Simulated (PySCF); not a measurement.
Order these species by their calculated properties.

All species are isolated and taken at one optimised geometry (atoms past krypton carry core potentials, spin–orbit coupling is left out); the electronic structure was computed with PySCF and density fitting.

The conformers computed, where there is a choice (atom-mapped SMILES and torsion angles):
- `[H]/[N:1]=[CH:2]\[CH2:3][CH2:4][F:5]`: N1–C2–C3–C4 -132°, C2–C3–C4–F5 -175°
- `[CH2:1]=[CH:2][O:3][C:4](=[O:5])[CH2:6][CH:7]([Cl:8])[Cl:9]`: C1–C2–O3–C4 -178°, C2–O3–C4–O5 0°, O3–C4–C6–C7 146°, C4–C6–C7–Cl8 169°
- `[N:1]#[C:2][C@@H:3]1[CH2:4][Si@H:5]1[CH2:6][SiH3:7]`: C4–Si5–C6–Si7 25°
- `[F:1][GeH2:2][GeH2:3][SiH3:4]`: F1–Ge2–Ge3–Si4 13°
- `[SiH3:1][SiH2:2][n:3]1[cH:4][cH:5][cH:6][cH:7]1`: Si1–Si2–N3–C4 -130°
- `[SiH3:1][NH:2][c:3]1[cH:4][c:5]2[s:6][cH:7][cH:8][c:9]2[s:10]1`: Si1–N2–C3–C4 -179°
- `[N:1]#[C:2][CH2:3][SiH:4]1[CH2:5][SiH2:6][CH2:7]1`: C2–C3–Si4–C5 64°

The conformers of `C[C@@H]1C=C(F)CCC1` aren't listed.

**Question.** Rank by lowest singlet excitation, lowest first (TDDFT PBE0/def2-SVPD at GFN2-xTB geometries).
A. `[H]/N=C\CCF`
B. `C[C@@H]1C=C(F)CCC1`
C. `C=COC(CC(Cl)Cl)=O`
D. `N#C[C@@H]1C[Si@H]1C[SiH3]`

**Answer.** A (5.15 eV), C (5.75 eV), D (6.17 eV), B (6.47 eV).

**Question.** Rank by HOMO energy, highest first (PBE0/def2-SVPD at GFN2-xTB geometries).
A. `C[C@@H]1C=C(F)CCC1`
B. `C=COC(=O)CC(Cl)Cl`
C. `[H]/N=C\CCF`
D. `N#C[C@@H]1C[Si@H]1C[SiH3]`

**Answer.** A (-6.92 eV), D (-7.32 eV), C (-7.65 eV), B (-7.86 eV).

**Question.** Rank by HOMO–LUMO gap, lowest first (PBE0/def2-SVPD at GFN2-xTB geometries).
A. `C1[C@H]([Si@@H]1C[SiH3])C#N`
B. `C[C@@H]1C=C(F)CCC1`
C. `C(/CCF)=N/[H]`
D. `C=COC(=O)CC(Cl)Cl`

**Answer.** D (6.83 eV), A (7.10 eV), C (7.20 eV), B (7.32 eV).

**Question.** Rank by dipole moment, lowest first (CAM-B3LYP/def2-SVPD at PBE0-D3(BJ)/def2-SVP geometries).
A. `[NH3]->[Ge](<-[NH3])([F])([F])([F])[F]`
B. `[SiH3][SiH2]n1cccc1`
C. `[I][In]([I])[I]`
D. `[F][GeH2][GeH2][SiH3]`

**Answer.** C (0.00 D), B (1.43 D), D (2.14 D), A (8.44 D).

**Question.** Give the two extremes of that set in atomic units.

**Answer.** `[I][In]([I])[I]`: 0.00 au; `[NH3]->[Ge](<-[NH3])([F])([F])([F])[F]`: 3.32 au.

**Question.** Rank by static isotropic polarisability, highest first (PBE0/def2-SVPD at GFN2-xTB geometries).
A. `[H]/N=C\CCF`
B. `C=COC(=O)CC(Cl)Cl`
C. `C[C@@H]1C=C(F)CCC1`
D. `N#C[C@@H]1C[Si@H]1C[SiH3]`

**Answer.** D (103.9 au), B (97.7 au), C (80.9 au), A (46.1 au).

**Question.** Give the two extremes of that set as polarisability volumes in Å³.

**Answer.** `[H]/N=C\CCF`: 6.83 Å³; `N#C[C@@H]1C[Si@H]1C[SiH3]`: 15.39 Å³.

**Question.** Rank by smallest rotational constant, lowest first (PBE0-D3(BJ)/def2-SVP).
A. `[SiH3]Nc1sc2c(scc2)c1`
B. `F[C](F)(F)[Cu-][C](F)(F)F`
C. `N#CC[SiH]1C[SiH2]C1`
D. `[NH3]->[Ge](<-[NH3])([F])([F])([F])[F]`

**Answer.** A (0.396 GHz), B (0.546 GHz), C (0.946 GHz), D (1.780 GHz).

**Question.** Give the two extremes of that set in cm⁻¹.

**Answer.** `[SiH3]Nc1cc2sccc2s1`: 0.0132 cm⁻¹; `[NH3]->[Ge](<-[NH3])([F])([F])([F])[F]`: 0.0594 cm⁻¹.
